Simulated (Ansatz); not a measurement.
One geometry of the cluster Sn₄H₈, several levels of theory.

```yaml
crystal:
  periodic: [false, false, false]
  atoms:
    - {symbol: Sn, position_ang: [0.712590, 0.912716, 0.184213]}
    - {symbol: Sn, position_ang: [1.286030, 1.092052, -2.733371]}
    - {symbol: Sn, position_ang: [-0.434050, -1.397999, -1.408340]}
    - {symbol: Sn, position_ang: [-1.060700, -0.441591, 1.996382]}
    - {symbol: H, position_ang: [-0.445871, -0.118456, 3.584258]}
    - {symbol: H, position_ang: [-0.431007, 1.511849, -3.071086]}
    - {symbol: H, position_ang: [0.084352, 2.518705, 0.405081]}
    - {symbol: H, position_ang: [1.062409, -2.155517, -0.731047]}
    - {symbol: H, position_ang: [-2.663995, 0.192626, 1.863077]}
    - {symbol: H, position_ang: [0.791038, -0.755424, -2.899735]}
    - {symbol: H, position_ang: [2.232716, 0.804018, 1.010418]}
    - {symbol: H, position_ang: [-1.133503, -2.162980, 1.800150]}
basis:
  gaussian: {orbitals: def2-TZVP, initial_orbitals: start.molden}
hamiltonian: {xc: r2scan, dispersion: d4}
scf: {omitted_lower_state_checks: [starts]}
output: {orbitals: {seedname: orbitals}}
```

The file start.molden holds the orbitals of an earlier run on this structure, at another level or in another basis.

```sh
$ ansatz run in.yaml --threads 4 --pin off --events-out ev --progress --plain --max-ram 4787MiB
```

It prints (some lines left out):

```
Functional definition: r2SCAN
1904 factors; their error is unknown
mean field evaluation 1: about -23464.6393 eV, gradient 7.3e0 eV
mean field evaluation 2: about -23464.7203 eV, gradient 9.1e-2 eV
mean field evaluation 4: about -23464.7080 eV, gradient 1.3e-4 eV
mean field -23464.70801312 eV, -862.3121145317 hartree, gradient 2.0e-5 eV, S^2 0.000000; 0 other end points of the search recorded, 0 dependent functions left out
reference -23464.70803620 eV, -862.3121153799 hartree; 48, 48 occupied and 200, 200 virtual orbitals, 1904 factors
Total energy: -23464.80405239 eV, -862.3156439100 hartree
Checks for a lower state left out: starts
```

Run time 8 s (4 threads of Arm Neoverse V1 on a shared host).

As the first input, with `hamiltonian: {xc: pbe0, dispersion: d4}` (abridged; 8.5 s):

```
Functional definition: PBE0
mean field -23456.42137147 eV, -862.0075860681 hartree, gradient 1.5e-5 eV, S^2 0.000000
Total energy: -23456.79412750 eV, -862.0212845995 hartree
Checks for a lower state left out: starts
```

The first input with `gaussian: {orbitals: def2-SVP, initial_orbitals: start.molden}`, `correlation: {method: ccsd_t}` and without the key `hamiltonian` (abridged; 69 s):

```
Functional definition: HF
mean field -23346.86038675 eV, -857.9812941428 hartree, gradient 5.6e-6 eV, S^2 0.000000
16 core orbitals not correlated: weight in the atoms' cores, before any rotation towards them, 1.000 or more for the frozen orbitals, at most 0.000 for the correlated occupied ones
second order -12.58095423 eV of doubles, -0.00000000 eV of singles
cycle   1  -13.86197229 eV  change    -1.3e0 eV  update   1.2e-1
cycle   2  -14.50023233 eV  change   -6.4e-1 eV  update   4.3e-2
cycle   3  -14.59602799 eV  change   -9.6e-2 eV  update   1.8e-2
cycle   4  -14.59090579 eV  change    5.1e-3 eV  update   5.8e-3
cycle   5  -14.58900523 eV  change    1.9e-3 eV  update   2.5e-3
cycle   6  -14.58838843 eV  change    6.2e-4 eV  update   9.0e-4
cycle   7  -14.58826918 eV  change    1.2e-4 eV  update   3.2e-4
cycle   8  -14.58838500 eV  change   -1.2e-4 eV  update   1.4e-4
cycle   9  -14.58841462 eV  change   -3.0e-5 eV  update   5.1e-5
perturbative correction -0.55540626 eV, -0.0204108035 hartree
Total energy: -23362.00420763 eV, -858.5378192951 hartree
Checks for a lower state left out: starts
```

First input, but with `hamiltonian: {xc: {name: LC-wPBE}}` (abridged; 5.5 s):

```
Functional definition: LC-wPBE
mean field -23459.23706471 eV, -862.1110608861 hartree, gradient 2.2e-5 eV, S^2 0.000000
Total energy: -23459.23706472 eV, -862.1110608865 hartree
Checks for a lower state left out: starts
```

As the first input, with `hamiltonian: {xc: pbe, dispersion: d4}`, `output: {forces: true, orbitals: {seedname: orbitals}}` (abridged; 4.3 s):

```
Functional definition: PBE
mean field -23455.34809482 eV, -861.9681438787 hartree, gradient 1.9e-5 eV, S^2 0.000000
Total energy: -23455.77450215 eV, -861.9838140590 hartree
Atom 0 force     0.019393     0.032870     0.019500 eV/Å
Atom 1 force    -0.115202    -0.064366     0.003726 eV/Å
Atom 2 force     0.132148     0.012902    -0.002872 eV/Å
Atom 3 force    -0.024145    -0.026640     0.053336 eV/Å
Atom 4 force    -0.048139    -0.024837    -0.106303 eV/Å
Atom 5 force     0.090030    -0.030976     0.032461 eV/Å
Atom 6 force     0.039216    -0.087702    -0.003521 eV/Å
Atom 7 force    -0.085504     0.056922    -0.032367 eV/Å
Atom 8 force     0.102992    -0.044226     0.015062 eV/Å
Atom 9 force    -0.018350     0.047577     0.051632 eV/Å
Atom 10 force    -0.092657     0.015093    -0.039264 eV/Å
Atom 11 force     0.000218     0.113381     0.008611 eV/Å
Dipole moment:    -0.034131    -0.045988    -0.059520 e Å
Checks for a lower state left out: starts
```

The first input with `hamiltonian: {xc: {name: wB97M-V}}` (abridged; 22 s):

```
Functional definition: wB97M-V
mean field -23449.79584501 eV, -861.7641024617 hartree, gradient 1.1e-5 eV, S^2 0.000000
Total energy: -23449.79592999 eV, -861.7641055847 hartree
Checks for a lower state left out: starts
```

Geometry: PBE-D4/def2-SVP.

In the def2 sets Sn takes a core potential; there is no spin–orbit coupling. LC-ωPBE has ω = 0.4 bohr⁻¹. Correlated methods freeze 16 core orbitals; core or outer-core shells of Sn are correlated, in sets that lack core-valence functions. Another isomer (singlet) lies 0.35 eV lower at PBE0-D4/def2-TZVP; other spin states weren't run for this one.
